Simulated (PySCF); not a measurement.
HOSi, multiplicity 2. Atoms are numbered in the order given.

```xyz
3

O      0.0825     1.0370     0.0000
Si    -0.1280    -0.4937     0.0000
H      1.1329    -1.3850     0.0000
```
Charge 0, spin multiplicity 2.

Coordinates come from a PBE-D3(BJ)/def2-TZVPD optimisation. The isomer is the one that the SMILES or the coordinates give; other isomers of the formula were not compared.

The numbers are results of PBE-D3(BJ)/def2-TZVPD (PySCF), not measurements.

Frequencies are harmonic and unscaled.

Computed normal modes with their intensities:
```json
[
 {"mode": "1", "ν (cm⁻¹)": "585", "IR (km/mol)": "11.5", "moving atoms (share of kinetic energy)": "H 86 %"},
 {"mode": "2", "ν (cm⁻¹)": "1127", "IR (km/mol)": "20.8", "moving atoms (share of kinetic energy)": "O 64 %, Si 35 %"},
 {"mode": "3", "ν (cm⁻¹)": "1845", "IR (km/mol)": "68.6", "moving atoms (share of kinetic energy)": "H 96 %"}
]
```
